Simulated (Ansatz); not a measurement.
Born–Oppenheimer molecular dynamics of CH9BO2Si2 (15 atoms, charge 0, multiplicity 1). It starts from a relaxed structure.

The calculation used Ansatz, RKS B3LYP-D4/STO-3G.

* ensemble: NVT, Langevin thermostat
* time step: 0.5 fs
* steps asked: 150
* set temperature: 300 K
* friction: 0.05 /fs
* seed: 893327

Frames 0.5 fs apart, positions in Å, forces in eV/Å.

Velocities at 45.0 fs (Å/ps):

```
O 3.93 -8.18 -1.75
C -5.64 -2.21 0.44
B -1.30 3.47 -5.11
Si 2.01 -2.22 -2.13
Si 3.77 3.44 -7.89
O 5.71 7.39 1.00
H 8.67 4.55 -16.96
H 6.39 -8.80 3.50
H -16.79 4.88 14.52
H 18.14 2.11 11.50
H 18.31 29.67 -3.12
H 43.51 -7.29 -8.49
H -37.32 4.53 -8.24
H 16.50 5.16 10.01
H -15.10 1.34 -26.02
```

```xyz
15
Properties=species:S:1:pos:R:3:forces:R:3 time_fs=45.0 energy_less_start_eV=0.655 T=377
O -1.439 -0.606 -0.418 -2.38 -1.01 0.39
C -0.615 -1.234 -1.489 0.01 -0.64 0.95
B -0.280 -1.471 0.055 0.49 0.08 -0.59
Si 1.334 -0.543 0.647 0.64 -1.27 0.74
Si 0.759 1.656 0.724 1.80 -0.40 1.35
O -0.682 1.610 -0.170 -0.69 -0.29 -0.51
H -1.292 0.465 -0.312 1.00 0.33 -0.45
H -1.079 -2.026 -2.090 -0.79 0.19 0.08
H -0.233 -0.445 -2.103 1.09 0.75 -0.84
H -0.647 -2.467 0.545 0.10 -0.08 0.01
H 1.958 -1.151 1.870 -0.51 1.07 -0.71
H 2.318 -0.799 -0.385 0.20 0.47 0.07
H 0.483 2.067 2.110 -0.15 0.20 -0.56
H 1.666 2.648 0.139 -0.43 -0.08 0.05
H -1.173 2.464 -0.286 -0.38 0.70 0.02
15
Properties=species:S:1:pos:R:3:forces:R:3 time_fs=45.5 energy_less_start_eV=0.645 T=336
O -1.437 -0.610 -0.419 -2.51 -0.65 0.49
C -0.618 -1.235 -1.488 0.08 -0.73 0.86
B -0.281 -1.469 0.053 0.64 -0.03 -0.47
Si 1.335 -0.545 0.646 0.91 -1.19 0.39
Si 0.761 1.658 0.720 1.79 -0.37 1.50
O -0.679 1.614 -0.170 -0.96 -0.22 -0.68
H -1.287 0.468 -0.319 0.98 0.20 -0.40
H -1.077 -2.030 -2.088 -0.80 0.18 0.06
H -0.240 -0.442 -2.096 1.14 0.78 -0.93
H -0.639 -2.465 0.549 0.07 -0.08 -0.01
H 1.968 -1.135 1.866 -0.51 0.99 -0.61
H 2.339 -0.803 -0.388 -0.10 0.53 0.31
H 0.467 2.070 2.106 -0.08 0.17 -0.62
H 1.672 2.650 0.143 -0.44 -0.07 0.04
H -1.181 2.465 -0.298 -0.20 0.49 0.07
15
Properties=species:S:1:pos:R:3:forces:R:3 time_fs=46.0 energy_less_start_eV=0.638 T=356
O -1.436 -0.615 -0.420 -2.61 -0.24 0.58
C -0.619 -1.236 -1.487 0.18 -0.73 0.69
B -0.281 -1.467 0.051 0.78 -0.13 -0.37
Si 1.336 -0.546 0.645 1.12 -1.07 0.08
Si 0.763 1.660 0.717 1.75 -0.38 1.68
O -0.676 1.617 -0.170 -1.25 -0.14 -0.85
H -1.280 0.471 -0.328 0.93 0.06 -0.33
H -1.077 -2.031 -2.087 -0.79 0.17 0.03
H -0.246 -0.437 -2.091 1.13 0.71 -0.95
H -0.631 -2.462 0.552 0.04 -0.12 -0.01
H 1.978 -1.119 1.860 -0.51 0.90 -0.47
H 2.359 -0.806 -0.389 -0.35 0.58 0.48
H 0.452 2.073 2.103 -0.01 0.14 -0.70
H 1.674 2.652 0.146 -0.40 -0.02 0.01
H -1.188 2.465 -0.312 -0.01 0.27 0.13
15
Properties=species:S:1:pos:R:3:forces:R:3 time_fs=46.5 energy_less_start_eV=0.633 T=375
O -1.435 -0.620 -0.421 -2.69 0.20 0.65
C -0.621 -1.237 -1.486 0.30 -0.61 0.43
B -0.280 -1.464 0.048 0.91 -0.24 -0.25
Si 1.337 -0.548 0.643 1.29 -0.92 -0.18
Si 0.765 1.661 0.714 1.65 -0.42 1.88
O -0.674 1.621 -0.169 -1.53 -0.07 -1.04
H -1.272 0.474 -0.337 0.87 -0.10 -0.25
H -1.079 -2.032 -2.086 -0.77 0.16 0.01
H -0.251 -0.429 -2.088 1.07 0.54 -0.88
H -0.621 -2.458 0.554 0.01 -0.17 -0.01
H 1.987 -1.101 1.853 -0.49 0.80 -0.33
H 2.377 -0.805 -0.388 -0.53 0.61 0.59
H 0.436 2.075 2.101 0.07 0.11 -0.80
H 1.674 2.652 0.149 -0.33 0.06 -0.03
H -1.195 2.466 -0.328 0.19 0.05 0.20
15
Properties=species:S:1:pos:R:3:forces:R:3 time_fs=47.0 energy_less_start_eV=0.626 T=383
O -1.434 -0.625 -0.421 -2.74 0.61 0.70
C -0.622 -1.239 -1.486 0.43 -0.44 0.17
B -0.279 -1.461 0.045 1.02 -0.34 -0.15
Si 1.337 -0.550 0.641 1.38 -0.69 -0.45
Si 0.768 1.663 0.711 1.53 -0.47 2.02
O -0.672 1.624 -0.168 -1.76 -0.05 -1.21
H -1.262 0.476 -0.347 0.78 -0.20 -0.16
H -1.084 -2.032 -2.083 -0.75 0.13 -0.04
H -0.254 -0.422 -2.087 0.98 0.31 -0.78
H -0.611 -2.451 0.558 -0.04 -0.25 0.00
H 1.993 -1.082 1.844 -0.43 0.67 -0.11
H 2.392 -0.801 -0.386 -0.66 0.61 0.65
H 0.419 2.074 2.099 0.16 0.10 -0.86
H 1.673 2.652 0.149 -0.27 0.14 -0.05
H -1.202 2.466 -0.343 0.36 -0.13 0.27
15
Properties=species:S:1:pos:R:3:forces:R:3 time_fs=47.5 energy_less_start_eV=0.620 T=345
O -1.433 -0.630 -0.422 -2.75 0.97 0.72
C -0.624 -1.240 -1.485 0.61 -0.21 -0.02
B -0.277 -1.458 0.043 1.09 -0.45 -0.07
Si 1.337 -0.552 0.639 1.40 -0.43 -0.71
Si 0.770 1.665 0.709 1.39 -0.53 2.09
O -0.670 1.628 -0.167 -1.91 -0.08 -1.35
H -1.250 0.477 -0.359 0.68 -0.27 -0.04
H -1.089 -2.032 -2.076 -0.75 0.04 -0.14
H -0.253 -0.416 -2.086 0.85 0.06 -0.65
H -0.601 -2.444 0.565 -0.07 -0.30 -0.01
H 1.996 -1.061 1.834 -0.33 0.53 0.15
H 2.404 -0.797 -0.382 -0.74 0.60 0.67
H 0.402 2.073 2.095 0.24 0.10 -0.89
H 1.671 2.654 0.147 -0.20 0.21 -0.07
H -1.208 2.466 -0.356 0.49 -0.25 0.33
15
Properties=species:S:1:pos:R:3:forces:R:3 time_fs=48.0 energy_less_start_eV=0.615 T=360
O -1.433 -0.634 -0.422 -2.70 1.34 0.72
C -0.625 -1.242 -1.484 0.83 0.09 -0.26
B -0.274 -1.456 0.042 1.08 -0.65 0.04
Si 1.338 -0.554 0.637 1.40 -0.17 -0.94
Si 0.774 1.667 0.707 1.22 -0.61 2.13
O -0.669 1.632 -0.167 -1.99 -0.15 -1.46
H -1.238 0.479 -0.371 0.57 -0.34 0.08
H -1.097 -2.031 -2.069 -0.75 -0.05 -0.25
H -0.248 -0.410 -2.090 0.67 -0.28 -0.44
H -0.592 -2.441 0.574 -0.07 -0.25 -0.07
H 1.997 -1.041 1.826 -0.23 0.39 0.40
H 2.414 -0.795 -0.378 -0.79 0.60 0.66
H 0.387 2.072 2.090 0.31 0.10 -0.90
H 1.669 2.655 0.147 -0.13 0.29 -0.09
H -1.214 2.465 -0.366 0.58 -0.32 0.37
15
Properties=species:S:1:pos:R:3:forces:R:3 time_fs=48.5 energy_less_start_eV=0.612 T=372
O -1.433 -0.638 -0.422 -2.62 1.65 0.69
C -0.627 -1.245 -1.484 0.97 0.29 -0.54
B -0.271 -1.453 0.040 1.03 -0.90 0.15
Si 1.339 -0.556 0.634 1.36 0.08 -1.11
Si 0.777 1.668 0.705 0.99 -0.67 2.15
O -0.668 1.636 -0.168 -2.03 -0.23 -1.55
H -1.224 0.478 -0.384 0.43 -0.34 0.21
H -1.107 -2.030 -2.065 -0.70 -0.06 -0.27
H -0.242 -0.407 -2.096 0.48 -0.58 -0.23
H -0.583 -2.439 0.583 -0.05 -0.16 -0.15
H 1.995 -1.022 1.819 -0.12 0.26 0.64
H 2.421 -0.792 -0.372 -0.79 0.57 0.61
H 0.373 2.071 2.086 0.38 0.10 -0.90
H 1.665 2.657 0.146 -0.04 0.38 -0.12
H -1.221 2.464 -0.379 0.69 -0.39 0.43
15
Properties=species:S:1:pos:R:3:forces:R:3 time_fs=49.0 energy_less_start_eV=0.609 T=372
O -1.432 -0.641 -0.422 -2.54 1.87 0.66
C -0.628 -1.247 -1.484 1.05 0.39 -0.83
B -0.268 -1.450 0.038 1.00 -1.13 0.25
Si 1.339 -0.558 0.631 1.27 0.33 -1.15
Si 0.782 1.670 0.703 0.72 -0.74 2.16
O -0.668 1.639 -0.168 -1.96 -0.37 -1.60
H -1.209 0.475 -0.394 0.29 -0.28 0.31
H -1.119 -2.030 -2.064 -0.60 -0.02 -0.24
H -0.237 -0.405 -2.102 0.33 -0.82 -0.05
H -0.574 -2.436 0.591 -0.05 -0.09 -0.22
H 1.992 -1.002 1.817 -0.04 0.16 0.81
H 2.425 -0.786 -0.364 -0.71 0.53 0.51
H 0.357 2.069 2.080 0.46 0.10 -0.91
H 1.661 2.660 0.145 0.06 0.47 -0.15
H -1.226 2.462 -0.391 0.73 -0.40 0.45
15
Properties=species:S:1:pos:R:3:forces:R:3 time_fs=49.5 energy_less_start_eV=0.607 T=320
O -1.432 -0.643 -0.422 -2.45 2.02 0.62
C -0.629 -1.249 -1.483 1.05 0.43 -1.12
B -0.266 -1.447 0.036 0.97 -1.33 0.35
Si 1.341 -0.560 0.628 1.13 0.57 -1.12
Si 0.786 1.671 0.701 0.46 -0.81 2.11
O -0.669 1.643 -0.170 -1.80 -0.61 -1.59
H -1.197 0.472 -0.404 0.18 -0.20 0.41
H -1.132 -2.029 -2.064 -0.49 0.06 -0.18
H -0.235 -0.403 -2.109 0.20 -1.02 0.11
H -0.565 -2.434 0.598 -0.06 -0.02 -0.28
H 1.991 -0.983 1.815 0.02 0.07 0.95
H 2.426 -0.779 -0.355 -0.57 0.47 0.35
H 0.343 2.067 2.073 0.53 0.11 -0.89
H 1.657 2.663 0.145 0.13 0.54 -0.17
H -1.228 2.459 -0.401 0.69 -0.29 0.45
15
Properties=species:S:1:pos:R:3:forces:R:3 time_fs=50.0 energy_less_start_eV=0.606 T=311
O -1.433 -0.644 -0.421 -2.35 2.12 0.59
C -0.630 -1.250 -1.484 0.94 0.38 -1.40
B -0.263 -1.445 0.033 0.94 -1.51 0.45
Si 1.342 -0.561 0.625 0.99 0.79 -1.04
Si 0.790 1.672 0.699 0.23 -0.83 2.06
O -0.670 1.645 -0.171 -1.61 -0.86 -1.57
H -1.186 0.470 -0.412 0.09 -0.12 0.49
H -1.147 -2.027 -2.065 -0.34 0.17 -0.07
H -0.235 -0.402 -2.115 0.13 -1.14 0.22
H -0.555 -2.434 0.603 -0.06 0.06 -0.35
H 1.990 -0.964 1.814 0.07 -0.01 1.06
H 2.426 -0.769 -0.344 -0.41 0.40 0.18
H 0.327 2.065 2.066 0.59 0.11 -0.86
H 1.654 2.669 0.145 0.17 0.57 -0.17
H -1.229 2.455 -0.408 0.62 -0.14 0.42
15
Properties=species:S:1:pos:R:3:forces:R:3 time_fs=50.5 energy_less_start_eV=0.606 T=288
O -1.433 -0.646 -0.421 -2.22 2.19 0.56
C -0.631 -1.252 -1.484 0.78 0.25 -1.70
B -0.259 -1.444 0.029 0.89 -1.64 0.55
Si 1.343 -0.562 0.622 0.85 0.98 -0.88
Si 0.793 1.673 0.697 0.03 -0.79 2.00
O -0.670 1.648 -0.173 -1.37 -1.17 -1.52
H -1.176 0.467 -0.419 -0.01 -0.04 0.56
H -1.164 -2.028 -2.067 -0.15 0.33 0.07
H -0.235 -0.404 -2.123 0.06 -1.22 0.32
H -0.545 -2.431 0.608 -0.07 0.09 -0.40
H 1.990 -0.947 1.816 0.09 -0.06 1.11
H 2.426 -0.757 -0.333 -0.21 0.33 -0.02
H 0.312 2.065 2.059 0.65 0.11 -0.84
H 1.651 2.677 0.147 0.18 0.56 -0.17
H -1.230 2.450 -0.413 0.50 0.07 0.37
```

Of the whole run (75 fs, mean temperature of the second half 317 K): A run of 0.075 ps of so small a system gives no equilibrium averages. Limits of this set-up: minimal basis.

Run time: 6.6 min on 1 thread of Arm Neoverse V2, with other jobs on the host, peak memory 0.11 GiB.
